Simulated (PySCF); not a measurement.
Compound: C7H8NO (doublet state).
Structure used (GFN2-xTB), in Å, numbered top down from 1:
```xyz
17
C7H8NO angstrom
C     -0.878    2.123    0.538
N     -0.980    0.826    0.272
C     -2.154    0.121    0.239
C     -1.887   -1.190   -0.067
C     -0.499   -1.307   -0.231
C      0.067   -0.054   -0.020
C      1.458    0.332   -0.075
C      2.415   -0.794   -0.408
O      1.862    1.467    0.126
H     -1.775    2.677    0.747
H      0.088    2.587    0.540
H     -3.091    0.604    0.436
H     -2.608   -1.977   -0.163
H      0.029   -2.206   -0.475
H      3.429   -0.403   -0.428
H      2.171   -1.216   -1.380
H      2.344   -1.578    0.341
```

The hyperfine couplings belong to this conformer and change with its torsions.

As a line formula: `c1c(C(=O)C)n([CH2])cc1` [radical].

Method: UKS B3LYP, pcH-1 on C H N O, non-relativistic, mean-field spin-orbit, GIAO (PySCF 2.14.0). The structure is a single GFN2-xTB conformer in the gas phase; no vibrational or solvent corrections. A GFN2-xTB geometry isn't a minimum of the functional, and hyperfine couplings can be far from their values at a DFT geometry. No stability test was run, so a lower SCF solution isn't excluded.

The largest Mulliken spin populations are on C1 (+0.82), C5 (+0.16), C3 (+0.13) and N2 (-0.06). The angles at C1 add up to 360.0°, so it is planar; its axial dipolar tensor and the negative couplings of its protons fit spin in a p orbital normal to that plane.

**Question.** McConnell's relation a(H) = Q·ρ ties the coupling of a proton on a planar π carbon to the spin population of that carbon. What Q do the computed values give?

**Answer.** 
```
  H   C    ρ(C)  a(H) (G)  a/ρ (G)
H10  C1  +0.818    -18.67    -22.8
H11  C1  +0.818    -19.82    -24.2
H12  C3  +0.128     -3.71    -28.9
H14  C5  +0.164     -4.08    -24.8
```

A least-squares line through the origin gives Q = -23.6 G with Mulliken populations. In every row coupling and population have opposite signs.

**Question.** Leave H14 and its like out of the fit. How well does the relation then predict its coupling?

**Answer.** The other protons give Q = -23.6 G, so a = -23.6 × 0.164 ≈ -3.88 G, against the computed -4.08 G.

Couplings in gauss use g_iso = 2.0026.
